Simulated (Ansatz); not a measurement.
InHOF: which of these isomers lies lowest?

2 of its isomers, all doublets with charge 0: A = `[OH][In][F]`; B = `[O][InH][F]`.

Shapes, held fixed at every level: PBE0-D4/def2-TZVP. Flexible molecules stand in one conformer, not always the lowest. Programs: Ansatz 0.2.0.

A:

```xyz
4

O    -0.9135   -0.2993    0.5895
In    0.7349   -0.1828   -0.5466
F     1.4918    1.6177   -0.7134
H    -1.2576   -1.1959    0.6501
```

B:

```xyz
4

O    -1.8001   -0.6424    0.0531
In    0.0315    0.1286   -0.0889
F     1.2303   -1.0764    0.8531
H     0.5937    1.5299   -0.8375
```

Electronic energies in kJ/mol, without zero-point or thermal terms.

(1) From chemical knowledge, estimate the order of stability.

Answers

(1) A < B in rising energy, over a span of 209 kJ/mol, by CCSD(T)/def2-TZVPP. All levels agree on that. The B − A difference spans +135.6 to +242.1 kJ/mol over the levels. Open shells run unrestricted unless RO is named. For atoms past krypton def2 sets carry core potentials with scalar relativity. Correlated rows may include outer-core shells of In, which these sets cover unevenly.

```json
{"level": "HF/def2-SVP", "kind": "Hartree–Fock", "B − A": "+135.6"}
{"level": "HF/def2-TZVPP", "kind": "Hartree–Fock", "B − A": "+136.3"}
{"level": "wB97M-V/def2-TZVPP", "kind": "range-separated hybrid", "B − A": "+209.9"}
{"level": "B2PLYP/def2-TZVPP", "kind": "double hybrid", "B − A": "+220.2"}
{"level": "MP2/def2-SVP", "kind": "perturbation theory", "B − A": "+226.6"}
{"level": "MP2/def2-TZVPP", "kind": "perturbation theory", "B − A": "+242.1"}
{"level": "CCSD/def2-SVP", "kind": "coupled cluster or CI", "B − A": "+193.6"}
{"level": "CCSD(T)/def2-TZVPP", "kind": "coupled cluster or CI", "B − A": "+208.9"}
```
